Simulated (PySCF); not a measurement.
Two-component Hartree-Fock for Pt³⁵⁺ (platinum, charge +35)

Start: [Kr] 4d7; 4d3/2 filled at m_j = -3/2, -1/2, +1/2, +3/2; 4d5/2 filled at m_j = +1/2, +3/2, +5/2. Calculated with PySCF 2.14 in an even-tempered Gaussian basis (17 s from 3.7 bohr⁻², ratio 2.8; 14 p from 4.8 bohr⁻², ratio 2.8; 9 d from 4.8 bohr⁻², ratio 2.8; 3 f from 21 bohr⁻², ratio 3): generalised Hartree-Fock with the X2C-1e Hamiltonian and a Gaussian nucleus; one run each with spin-orbit coupling (SO) switched off, then screened by Boettger's factors.

```tsv
spinor shell	electrons	ε, spin-free (eV)	ε, screened SO (eV)	weight of nominal j (screened SO)	rms radius, screened SO (bohr)
1s1/2	2	-80258.2	-80228.5	1.000	0.0194
2s1/2	2	-15433.0	-15423.1	1.000	0.0783
2p1/2	2	-13576.1	-14819.7	1.000	0.0663
2p3/2	4	-13576.1	-13083.1	1.000	0.0742
3s1/2	2	-4769.3	-4765.7	1.000	0.198
3p1/2	2	-4218.2	-4498.1	1.000	0.190
3p3/2	4	-4218.2	-4104.2	1.000	0.205
3d3/2	4	-3617.5	-3668.2	1.000	0.180
3d5/2	6	-3617.5	-3580.3	1.000	0.184
4s1/2	2	-2017.2	-2015.9	1.000	0.412
4p1/2	2	-1810.5	-1900.1	0.999	0.414
4p3/2	4	-1810.5	-1772.9	0.999	0.444
4d3/2	4	-1580.0	-1592.5	0.986	0.431
4d5/2	3	-1580.0	-1569.4	0.988	0.439
```

```
   quantity     spin-free   screened SO
E (hartree)  -17710.52990  -17738.58773
        M_J           9/2           9/2
       ⟨J²⟩        24.751        24.752
       ⟨L²⟩        12.001        15.724
       ⟨S²⟩         3.750         2.674
```

Each row is a mean over spinors that exchange with the open shell spreads, by up to 23.960 eV (4p3/2).

Breit and QED terms are absent; they matter most for the inner s and p1/2 levels.

Densities and radii are taken from the X2C orbitals without a picture-change correction, which distorts them close to the nucleus.

Without spin-orbit coupling the j labels of p, d and f shells carry no meaning; the spin-free column gives the mean over the occupied spinors of each nl shell.
